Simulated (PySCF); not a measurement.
**Where the electron goes**

Compound: TiH2(OMe)2, C₂H₈O₂Ti (singlet state).
Z-matrix (Å and degrees, PBE0-D3(BJ)/def2-SVP geometry), rows numbered from 1:
```
Ti
H   1  1.7025
H   1  1.7017  2  111.11
O   1  1.7422  2  106.94  3  -116.79
C   4  1.3852  1  168.01  2  -118.13
H   5  1.1028  4  110.34  1   120.41
H   5  1.1036  4  111.12  1     0.20
H   5  1.1030  4  110.35  1  -120.00
O   1  1.7412  2  107.15  3   116.16
C   9  1.3854  1  167.28  2   122.34
H  10  1.1029  9  110.28  1   127.66
H  10  1.1035  9  111.12  1     7.50
H  10  1.1029  9  110.40  1  -112.83
```

Level of theory: TDDFT PBE0/def2-SVPD, vertical, gas phase, core orbitals frozen in the response in PySCF.

Frontier orbitals with the atoms that hold most of them (Löwdin shares over 4%, at most four atoms; ? is withheld):

```csv
orbital,ε (eV),atoms
LUMO+2,-0.66,"Ti1 69%, O9 8%, O4 7%, H3 5%"
LUMO+1,-1.07,"Ti1 76%, O9 8%, O4 8%"
LUMO,?,?
HOMO,-7.78,?
HOMO-1,-8.21,"Ti1 38%, H3 26%, H2 26%, O4 5%"
HOMO-2,-8.83,"O4 30%, O9 29%, C5 9%, C10 8%"
HOMO-3,-8.92,"O4 27%, O9 26%, Ti1 12%, C5 9%"
```

Give the leading atoms of the LUMO.

Ti1 (bonded to 2 O and 2 H) 83%; H2 (bonded to Ti) 6%; H3 (bonded to Ti) 6%. By element: titanium 83%, hydrogen 11% or more.

Which atoms hold the HOMO, and with what shares?

Ti1 (bonded to 2 O and 2 H) 45%; H2 (bonded to Ti) 24%; H3 (bonded to Ti) 23%. By element: hydrogen 47% or more, titanium 45%.

What is the LUMO energy, and the HOMO–LUMO gap?

ε(LUMO) = -1.72 eV; the gap is 6.05 eV (0.2224 hartree).

How does S1 compare with the orbital gap of 6.05 eV?

S1 is at 3.66 eV (f = 0.0006), 2.40 eV below the gap, made of HOMO→LUMO (95%). 

Give energy, strength and leading configuration of S1, S2, S3, S4 and S8, and follow the Löwdin shares of the leading atoms from the occupied to the empty orbital.

- S1 (3.66 eV, f 0.0006), HOMO→LUMO (95%): Ti1 45% → 83%, H2 24% → 6%; the Löwdin share of titanium is 45% in HOMO and 83% in LUMO
- S2 (4.51 eV, f 0.0008), HOMO→LUMO+1 (96%): Ti1 45% → 76%, H2 24% → at most 4%, O9 at most 4% → 8%; the Löwdin share of titanium is 45% in HOMO and 76% in LUMO+1
- S3 (4.54 eV, f 0.017), HOMO-1→LUMO (94%): Ti1 38% → 83%, H3 26% → 6%, H2 26% → 6%; the Löwdin share of titanium is 38% in HOMO-1 and 83% in LUMO
- S4 (4.96 eV, f 0.0000), HOMO-1→LUMO+1 (96%): Ti1 38% → 76%, H3 26% → at most 4%, O9 at most 5% → 8%; the Löwdin share of titanium is 38% in HOMO-1 and 76% in LUMO+1
- S8 (5.51 eV, f 0.011), HOMO-2→LUMO (84%): O4 30% → at most 4%, O9 29% → at most 4%, Ti1 at most 9% → 83%, H2 at most 9% → 6%; the Löwdin share of titanium is at most 9% in HOMO-2 and 83% in LUMO (ligand-to-metal charge transfer by this measure)

Orbitals of the list HOMO-3 to LUMO+2 that lie within 0.01 eV of each other are written together with a slash and their weights summed (≥ marks a lower bound); for degenerate orbitals outside that list single weights are arbitrary.

Löwdin shares depend on the basis, the more so with diffuse functions.
